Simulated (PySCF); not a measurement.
**NbO₂: breathing scan**

Method: UPBE0/[Nb def2-TZVP with ECP28, O def2-TZVP], scalar-relativistic core potentials, density fitting, no spin–orbit coupling, PySCF.

Rigid scan from the doublet minimum (Nb–O 1.700 Å (×2); O–Nb–O 104.9°). Coordinate: all bonds to the central atom scaled together. Energies in kJ/mol from the minimum.

Q: Predict the curve at 0.88, 0.92, 0.96, 1.00, 1.04, 1.08, 1.14, 1.22, 1.35.

A: 
| scale of all bonds to the centre | E (kJ/mol) | dipole size (D) | ⟨S²⟩ |
| --- | --- | --- | --- |
| 0.88 | 311.6 | 2.78 | 0.75 |
| 0.92 | 123.3 | 3.68 | 0.75 |
| 0.96 | 27.5 | 4.51 | 0.76 |
| 1.00 | 0.0 | 5.26 | 0.76 |
| 1.04 | 21.9 | 5.93 | 0.77 |
| 1.08 | 78.4 | 6.51 | 0.78 |
| 1.14 | 203.0 | 7.14 | 0.88 |
| 1.22 | 392.6 | 7.13 | 1.51 |
| 1.35 | 649.6 | 6.58 | 2.45 |

Spin contamination is strong at 1.22, 1.35, so these points are less reliable.

With open d or f shells other occupations or spin states may lie lower.

Other isomers or separated fragments may lie lower.
